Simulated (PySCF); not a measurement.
Computed IR spectrum (relative IR intensity) of a molecule C₄H₁₀BN. The structure is a stationary point at PBE-D3(BJ)/def2-SVP. The values are those of a single conformer. The numbers are results of PySCF 2.14.0 with PBE-D3(BJ)/def2-SVP, not measurements. No scaling factor is applied to the harmonic values.

```
ν (cm⁻¹)  relative intensity
--------  ------------------
279                      2.1
425                      3.1
505                       76
565                      2.2
605                      2.6
688                      3.2
860                      2.6
957                      5.8
1055                     3.9
1068                      16
1120                     2.8
1219                     9.7
1295                     5.2
1356                     3.8
1398                      12
1423                     3.2
1434                      19
1557                     100
2947                      25
2959                      36
2991                     8.4
3019                      13
3024                      16
3035                      16
3051                      15
3501                     8.6
3600                      11
```

Problem. Pick the molecule that these values belong to.
A) C=CBN(C)C
B) CNB1CCC1
C) C=CB(C)NC
D) C[C@H]1CCB1N

Solution. D, C[C@H]1CCB1N
